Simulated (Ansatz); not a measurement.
Strength of the Sn–H bond: SnH(SH)3 → Sn(SH)3 + H

Species: SnH(SH)3, singlet; Sn(SH)3, doublet; H atom, doublet. 

Shapes, held fixed at every level: PBE0-D4/def2-TZVP. Flexible molecules stand in one conformer, not always the lowest. Programs: Ansatz 0.2.0. Electronic energies: no zero-point or thermal term.

```
               level                    kind  ΔE (kJ/mol)  less CCSD(T)/def2-TZVPP
      MP2/def2-TZVPP     perturbation theory       +299.8                     -7.2
       HF/def2-TZVPP            Hartree–Fock       +236.8                    -70.2
r2SCAN-D4/def2-TZVPP                meta-GGA       +282.9                    -24.1
 B3LYP-D4/def2-TZVPP           global hybrid       +284.9                    -22.1
  wB97X-V/def2-TZVPP  range-separated hybrid       +310.9                     +3.9
   B2PLYP/def2-TZVPP           double hybrid       +291.2                    -15.8
     CCSD/def2-TZVPP   coupled cluster or CI       +308.2                     +1.2
  CCSD(T)/def2-TZVPP   coupled cluster or CI       +307.0                      0.0
```

The highest level, CCSD(T)/def2-TZVPP, gives ΔE = +307.0 kJ/mol; the levels span +236.8 to +310.9. The column of differences is taken from that level and isn't an error. Hartree–Fock misses the correlation of the pair that is broken and comes out low. No measured value is set beside it here. Open shells run unrestricted. For atoms past krypton def2 sets carry core potentials with scalar relativity. Outer-core shells of Sn are correlated, in sets that cover them unevenly.
